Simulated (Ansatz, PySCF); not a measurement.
This singlet lies 2.07 eV below the relaxed triplet at the level composite: frozen-core CCSD(T) with HF/cc-pV5Z and the correlation energy extrapolated as X^-3 from cc-pVQZ and cc-pV5Z, plus CCSDT(Q) minus CCSD(T) in cc-pVTZ // B3LYP-D3(BJ)/def2-TZVP (Ansatz, a first-principles code).

B3LYP has the VWN-RPA correlation part, as in Gaussian. 

## HGa, SMILES `[GaH]` (lower singlet) (charge 0, multiplicity 1)

The numbers are results of B3LYP-D3(BJ)/def2-TZVP (PySCF), not measurements.

```
Property                                Result
-------------  -------------------------------
HOMO                                  -5.82 eV
dipole moment                           0.55 D
HOMO–LUMO gap                          3.85 eV
LUMO                                  -1.96 eV
total energy                     -1925.4738 Ha
cost           around 2.4 core-seconds (rough)
```

```xyz
2

Ga     0.8445     0.0000     0.0000
H     -0.8445     0.0000     0.0000
```
Charge 0, spin multiplicity 1.
